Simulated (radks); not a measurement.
Coulomb parameter of the 4f shell of neutral neodymium in the model configuration [Xe] 4f2 5d2 6s2, as a second difference U = [E(n + 0.25) + E(n - 0.25) - 2 E(n)] / (0.25)^2 with all orbitals relaxed. "Bare": the charge of the atom changes with n. "Screened": the 5d shell takes up the change at fixed total charge, which measures U(4f,4f) + U(5d,5d) - 2 U(4f,5d). Method: scalar-relativistic Kohn-Sham, SCAN, spin-unpolarised, spherical densities, finite nucleus; meta-GGA in the generalised Kohn-Sham scheme; Fermi nuclear charge, rms radius 4.9123 fm; computed with a radial shooting solver on a logarithmic mesh with Libxc functionals.

| case | configuration | E - E(n) (eV) |
|---|---|---|
| start | [Xe] 4f2 5d2 6s2 | 0.000 |
| bare +0.25 | [Xe] 4f2.25 5d2 6s2 | -2.763 |
| bare -0.25 | [Xe] 4f1.75 5d2 6s2 | 3.664 |
| screened +0.25 | [Xe] 4f2.25 5d1.75 6s2 | -2.054 |
| screened -0.25 | [Xe] 4f1.75 5d2.25 6s2 | 2.396 |

U(bare) = 14.418 eV, U(screened by 5d) = 5.472 eV, against the Slater integral F0(4f,4f) = 27.201 eV with frozen orbitals. The step up makes a negative ion, whose loosely bound charge lowers the bare value.
